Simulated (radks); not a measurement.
Species: Ba4+. Configuration: [Kr] 4d10 5s1 5p5 (not the ground configuration).

Calculated with a radial shooting solver on a logarithmic mesh with Libxc functionals: scalar-relativistic Kohn-Sham, revPBE, spin-polarised, spherical densities, point nucleus; open shells are filled with parallel spins first (spin-orbit coupling, left out, can overturn this in heavy ions).

Energy parts (eV):
part                      energy
total                 -221272.19
kinetic                233604.94
electron-nucleus      -533302.14
Hartree                 83772.01
exchange-correlation    -5347.00

Orbitals (lengths in bohr, moments of r in powers of bohr):
orbital  occ.  eigenvalue (eV)      <r^2>
1s up       1        -37303.75  0.0008883
1s down     1        -37303.60  0.0008883
2s up       1        -5931.364    0.01421
2s down     1        -5931.279    0.01421
2p up       3        -5322.501    0.01129
2p down     3        -5322.390    0.01129
3s up       1        -1284.843    0.09735
3s down     1        -1284.712    0.09734
3p up       3        -1089.692    0.09742
3p down     3        -1089.550    0.09741
3d up       5        -806.5077    0.08385
3d down     5        -806.3730    0.08384
4s up       1        -285.0922     0.5114
4s down     1        -284.8156     0.5110
4p up       3        -222.0962     0.5805
4p down     3        -221.7992     0.5792
4d up       5        -130.6055     0.7375
4d down     5        -130.1704     0.7316
5s up       1         -71.8317      2.746
5s down     0         -69.7581      2.760
5p up       3         -55.4248      3.481
5p down     2         -53.4231      3.545
4f up       0         -37.0031      1.787
4f down     0         -35.9100      1.739
6s up       0         -28.0978      11.76
6s down     0         -27.5579      12.03

The highest occupied level is 5p down at -53.423 eV. The configuration is held as typed, so some empty levels lie below it. Summed over all electrons, <r^2> = 33.84 bohr^2, which gives a Langevin (diamagnetic) susceptibility term of -26.8 x 10^-6 cm^3/mol.
